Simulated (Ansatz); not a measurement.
Reaction (ligand exchange at the Si–O bond): `FC([SiH3])O[SiH3]` + `O[Si]1(Cl)CO1` → `[SiH3]O[Si]1(Cl)CO1` + `OC(F)[SiH3]`

Isolated molecules relaxed with PBE0-D4/def2-TZVP in Ansatz; ΔE leaves out vibrations. CBS: MP2 limit from def2 TZ/QZ plus the TZ coupled-cluster correction, frozen cores. Functionals use def2-TZVPP. One conformer a species, not always the lowest.

| species | B2PLYP energy (Eh) |
| --- | --- |
| `FC([SiH3])O[SiH3]` | -796.10859 |
| `O[Si]1(Cl)CO1` | -939.87442 |
| `[SiH3]O[Si]1(Cl)CO1` | -1230.49402 |
| `OC(F)[SiH3]` | -505.49656 |

(1) Work out ΔE.

Largest T1 diagnostic among the species: 0.012.

Answers

(1) ΔE = (-1230.49402) + (-505.49656) − (-796.10859) − (-939.87442) = -0.00757 Eh = -4.8 kcal/mol. CCSD(T)/CBS gives -5.0 kcal/mol.

In def2-TZVPP, CCSD(T) changes the Hartree–Fock value by +1.7 kcal/mol (the triples alone add +0.3 kcal/mol) and MP2 by +1.8 kcal/mol.
